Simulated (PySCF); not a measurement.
# `C#CC=C=C(C#C)C(F)(F)F`, C₈H₃F₃

Cartesian coordinates in Å; atom numbers follow the order of the lines, from 1:
```xyz
14

C     3.490   -0.999    1.044
C     2.540   -0.990    0.291
C     1.443   -0.999   -0.616
C     0.308   -0.372   -0.411
C    -0.832    0.259   -0.215
C    -1.064    1.600   -0.641
C    -1.291    2.736   -0.995
C    -1.975   -0.443    0.499
F    -1.649   -1.686    0.835
F    -3.054   -0.494   -0.280
F    -2.311    0.214    1.608
H     4.327   -1.001    1.718
H     1.557   -1.573   -1.547
H    -1.491    3.744   -1.311
```

Level of theory: PySCF 2.14.0, TDDFT CAM-B3LYP/aug-cc-pVDZ circular dichroism and optical rotation, one conformer, gas phase. Geometry: PBE0-D3(BJ)/def2-SVP.

No stereocentre is labelled: unless the shape is locked (an allene, a helicene, a hindered biaryl), the mirror image is equally populated and a measured rotation or CD is zero.

Task: Draw the ECD and absorption spectra from the lowest 12 states, each a Gaussian of half-width 0.25 eV at 1/e height.

Result: 
```tsv
E (eV)	λ (nm)	Δε (L mol⁻¹ cm⁻¹)	ε (L mol⁻¹ cm⁻¹)
4.40	282	-0.01	0.157
4.55	272	-0.09	1.24
4.70	264	-0.37	5.21
4.85	256	-0.88	23.5
5.00	248	-1.10	296
5.15	241	+0.56	2950
5.30	234	+8.42	14900
5.45	227	+22.79	37000
5.60	221	+27.55	45000
5.75	216	+15.91	26900
5.90	210	+4.60	7940
6.05	205	+1.02	1170
6.20	200	+0.97	230
6.35	195	+1.66	1310
6.50	191	+3.25	6740
6.65	186	+3.81	18000
6.80	182	+0.11	25700
```
Δε uses R in velocity form, ε uses f in length form. Only the states computed contribute, so the short-wavelength end is incomplete.
